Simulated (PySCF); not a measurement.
Vertical excitations of a molecule C2H6ClFSi2 from PySCF with TDA-B3LYP/def2-SVPD, as energy in eV (oscillator strength): 5.74 (0.000), 6.07 (0.299), 6.22 (0.001), 6.47 (0.000), 6.59 (0.001), 6.95 (0.000), 6.99 (0.141), 7.25 (0.057), 7.38 (0.073), 7.39 (0.001). Lowest triplet (TDA): 3.79 eV. The structure is a stationary point at B3LYP-D3(BJ)/def2-SVP. One conformer was computed; it need not be the lowest.

Task: Pick the molecule that these values belong to.
(A) F[SiH2]/C=C(/[SiH3])Cl
(B) F[Si@H]1C[Si@@H](Cl)C1
(C) C=C(Cl)[Si@@H](F)[SiH3]
(D) C=C[Si@@](F)([SiH3])Cl

Result: A, F[SiH2]/C=C(/[SiH3])Cl
